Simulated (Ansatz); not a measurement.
`Cn1cccc1-c1ccc(-c2ccc(-c3cccn3C)n2C)n1C` with charge -1. The state is a doublet with charge -1. Geometry PBE-D4/def2-SVP, that of the neutral singlet; atoms count from 1.

Cartesian coordinates in Å:
```
C -2.539 4.779 -2.120
N -1.128 4.847 -1.794
C -0.297 5.883 -2.159
C 0.988 5.604 -1.705
C 0.930 4.354 -1.032
C -0.395 3.894 -1.090
C -1.001 2.689 -0.542
C -2.214 2.514 0.143
C -2.329 1.143 0.481
C -1.187 0.489 0.004
C -0.879 -0.935 0.045
C -1.669 -2.007 -0.386
C -0.984 -3.205 -0.067
C 0.222 -2.857 0.560
C 1.295 -3.699 1.069
C 2.688 -3.573 0.947
C 3.287 -4.681 1.604
C 2.254 -5.460 2.113
N 1.053 -4.863 1.795
C -0.244 -5.380 2.186
N 0.269 -1.468 0.629
C 1.262 -0.697 1.350
N -0.389 1.443 -0.626
C 0.800 1.142 -1.399
H -2.850 3.722 -2.218
H -3.171 5.253 -1.339
H -2.719 5.299 -3.081
H -0.687 6.738 -2.723
H 1.870 6.240 -1.842
H 1.754 3.844 -0.521
H -2.907 3.318 0.413
H -3.134 0.658 1.042
H -2.628 -1.902 -0.905
H -1.296 -4.226 -0.314
H 3.204 -2.773 0.404
H 4.358 -4.895 1.694
H 2.276 -6.395 2.685
H -0.150 -5.919 3.148
H -0.659 -6.080 1.429
H -0.958 -4.545 2.309
H 2.146 -0.456 0.723
H 0.804 0.250 1.693
H 1.617 -1.273 2.226
H 0.846 1.806 -2.284
H 0.758 0.087 -1.731
H 1.732 1.293 -0.815
```

Single mean-field runs in def2-TZVP are fitted with def2-universal-jkfit. The highest occupied level of the charge -1 doublet lies above zero (up to 1.89 eV). By energy differences it is unbound by 0.73 eV (vertical, to the charge 0 singlet, at PBE0-D4/def2-TZVP) and held by the finite basis.

(1) Estimate the Mulliken populations of the heavy atoms from the PBE0/def2-TZVP orbitals of Ansatz.

(2) Where does the spin sit?

(3) And the Mayer bond orders between bonded heavy atoms (over 0.3)?

## Answers

(1) 
```
atom  charge (e)  spin (α − β)
  C1       -0.35         -0.01
  N2        0.04          0.04
  C3       -0.23          0.10
  C4       -0.14         -0.05
  C5       -0.32          0.08
  C6        0.05          0.02
  C7        0.10          0.11
  C8       -0.27          0.00
  C9       -0.26          0.01
 C10        0.03          0.09
 C11        0.03          0.09
 C12       -0.26          0.01
 C13       -0.27          0.00
 C14        0.10          0.11
 C15        0.05          0.02
 C16       -0.32          0.08
 C17       -0.14         -0.05
 C18       -0.23          0.10
 N19        0.04          0.04
 C20       -0.35         -0.01
 N21        0.03          0.08
 C22       -0.36         -0.01
 N23        0.03          0.08
 C24       -0.36         -0.01
```
Mulliken values and Mayer orders depend strongly on the basis.

(2) Summed by element: C 0.70, N 0.25, H 0.05, of 1 unpaired in all. Largest on single atoms: C14 0.11, C7 0.11, C18 0.10.

(3) C1–N2 0.95 (1.45 Å); N2–C3 1.16 (1.38 Å); N2–C6 1.18 (1.39 Å); C3–C4 1.54 (1.39 Å); C4–C5 1.38 (1.42 Å); C5–C6 1.42 (1.40 Å); C6–C7 0.91 (1.46 Å); C7–C8 1.38 (1.40 Å); C7–N23 1.17 (1.39 Å); C8–C9 1.37 (1.42 Å); C9–C10 1.41 (1.40 Å); C10–C11 0.92 (1.46 Å); C10–N23 1.16 (1.39 Å); C11–C12 1.41 (1.40 Å); C11–N21 1.16 (1.39 Å); C12–C13 1.37 (1.42 Å); C13–C14 1.38 (1.40 Å); C14–C15 0.91 (1.46 Å); C14–N21 1.17 (1.39 Å); C15–C16 1.42 (1.40 Å); C15–N19 1.18 (1.39 Å); C16–C17 1.38 (1.42 Å); C17–C18 1.54 (1.39 Å); C18–N19 1.16 (1.38 Å); N19–C20 0.95 (1.45 Å); N21–C22 0.95 (1.45 Å); N23–C24 0.95 (1.45 Å).
